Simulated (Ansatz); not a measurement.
`C[O][GeH2][OH]` + H₂ → `[OH][GeH3]` + CH₃OH at 600 K and 1 bar (hydrogenolysis of a Ge–O bond).

Computed with Ansatz on PBE0-D4/def2-TZVP structures; ΔE is electronic, products minus reactants. CCSD(T)/CBS adds triple-zeta CCSD(T) − MP2 to the extrapolated MP2 energy (def2 sets, frozen cores). This one scheme is used for every species. For Ge outer-core shells are correlated without core-valence functions, which leaves a few kJ/mol of doubt a bond. Scalar relativity is left out up to krypton. Each species was taken in one conformer, which may not be the lowest.

```
         species  CCSD(T)/CBS energy (Eh)  H − E (kJ/mol)  S (J/(mol·K))
`C[O][GeH2][OH]`              -2268.14728           245.3          429.6
              H₂                 -1.17544            43.9          150.8
    `[OH][GeH3]`              -2153.69723           132.5          324.6
           CH₃OH               -115.61712           163.6          277.3
```

H − E and S are ideal-gas, rigid-rotor, harmonic terms from PBE0-D4/def2-TZVP, for one conformer and one mirror image of each species. The MP2-based limit puts H₂ 0.8 mEh under its directly extrapolated value; such offsets cancel only in part. 1 Eh = 2625.50 kJ/mol, R = 8.31446 J/(mol·K).

Task: By hand: ΔE, ΔH, ΔS and ΔG.

Result: ΔE = (-2153.69723) + (-115.61712) − (-2268.14728) − (-1.17544) = 0.00837 Eh = 22.0 kJ/mol. Δ(H − E) = 132.5 + 163.6 − 245.3 − 43.9 = 6.9, so ΔH = 28.9 kJ/mol. ΔS = 324.6 + 277.3 − 429.6 − 150.8 = 21.5 J/(mol·K). ΔG = 28.9 − 600 × (21.5)/1000 = 16.0 kJ/mol.

Task: By hand: the equilibrium constant, and the temperature at which ΔG would vanish if ΔH and ΔS stayed fixed.

Result: log₁₀ K = −ΔG/(RT ln 10) = -1.4. ΔG = 0 at ΔH/ΔS = 1344 K.

TΔS isn't small against ΔH here. A doubt of 5 kJ/mol in ΔE shifts log₁₀ K by 0.4 here. Other conformers and mirror images would add mixing entropy, several J/(mol·K) or more a flexible species. Modes under 60 cm⁻¹, often nearly free rotors, make the harmonic entropy too high. These are equilibria of isolated gas molecules and say nothing of rates. Largest T1 diagnostic: 0.012 (customary marks: 0.02 for closed shells, 0.045 for open ones).
